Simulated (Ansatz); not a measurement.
Ansatz (an electronic-structure program) was given this input:
Ansatz 0.2 input:
```yaml
crystal:
  periodic: [false, false, false]
  atoms:
    - {symbol: Ge, position_ang: [-0.00800000, -0.00280000, 0.12450000]}
    - {symbol: Cl, position_ang: [-0.16690000, 1.98490000, -0.56600000]}
    - {symbol: Cl, position_ang: [2.78035000, -1.19635000, -0.77910000]}
    - {symbol: Cl, position_ang: [-1.55990000, -1.15360000, -0.72390000]}
    - {symbol: H, position_ang: [-0.11600000, -0.03000000, 1.64330000]}
basis:
  gaussian:
    orbitals: STO-3G
hamiltonian:
  xc: hf
magnetization: {spin_polarized: true, initial_magnetization: 2}
scf: {lower_state_search: standard}
```

Q: What does this run give for the number of basis functions, total energy, <S^2>?

A: 
| Quantity | Value |
|---|---|
| number of basis functions | 46 |
| total energy | -3416.1076 Eh |
| <S^2> | 2.002 |
